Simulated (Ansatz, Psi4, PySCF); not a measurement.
System: formyl cation, CHO (charge +1, singlet). SMILES: C#[O+]
Structure (B3LYP-D3(BJ)/def2-TZVP (Ansatz, an electronic-structure program) minimum search):
```xyz
3

C      0.0000     0.0000    -0.5143
O      0.0000     0.0000     0.5871
H      0.0000     0.0000    -1.6107
```
Charge +1, spin multiplicity 1.

Wanted: vertical triplet-singlet gap, E(triplet) - E(singlet), in eV. Terms: no dispersion term unless named; frozen cores in correlated levels; 6-31G* and kin with 6d, 5d where marked; no spin-orbit coupling; non-relativistic; each state is the SCF solution reached for its charge and spin; 6-311+G** with 5d; open shells spin-unrestricted. Ab initio and DFT rows: single points at B3LYP-D3(BJ) geometries (Ansatz). Levels can end on unlike triplets.

```json
[
 {"level": "HF/6-31G*", "program": "Ansatz", "vertical triplet-singlet gap, E(triplet) - E(singlet) (eV)": "6.69"},
 {"level": "HF/6-311+G**", "program": "Ansatz", "vertical triplet-singlet gap, E(triplet) - E(singlet) (eV)": "6.60"},
 {"level": "PBE/6-311+G**", "program": "Ansatz", "vertical triplet-singlet gap, E(triplet) - E(singlet) (eV)": "8.47"},
 {"level": "B3LYP/3-21G", "program": "Ansatz", "vertical triplet-singlet gap, E(triplet) - E(singlet) (eV)": "8.47"},
 {"level": "B3LYP/6-31G*", "program": "Ansatz", "vertical triplet-singlet gap, E(triplet) - E(singlet) (eV)": "8.28"},
 {"level": "B3LYP/6-311+G**", "program": "Ansatz", "vertical triplet-singlet gap, E(triplet) - E(singlet) (eV)": "8.24"},
 {"level": "M06-2X/6-31G* (5d)", "program": "PySCF", "vertical triplet-singlet gap, E(triplet) - E(singlet) (eV)": "9.19"},
 {"level": "wB97X-D/6-31G*", "program": "Psi4", "vertical triplet-singlet gap, E(triplet) - E(singlet) (eV)": "8.35"},
 {"level": "MP2/6-31G*", "program": "Ansatz", "vertical triplet-singlet gap, E(triplet) - E(singlet) (eV)": "9.12"},
 {"level": "PBE/def2-TZVPD", "program": "Ansatz", "vertical triplet-singlet gap, E(triplet) - E(singlet) (eV)": "8.44"},
 {"level": "M06-2X/def2-TZVPD", "program": "PySCF", "vertical triplet-singlet gap, E(triplet) - E(singlet) (eV)": "9.07"}
]
```

No value to compare with is used here. The 9 habitual levels span 6.60 (HF/6-311+G**) to 9.19 eV (M06-2X/6-31G* (5d)); M06-2X/def2-TZVPD gives 9.07.

The levels are drawn from those run, B3LYP/6-31G* more often than the rest, none by its result; left out are runs that failed, that the program found above a lower state of the same kind, or whose <S^2> lies over 0.5 above the pure value.
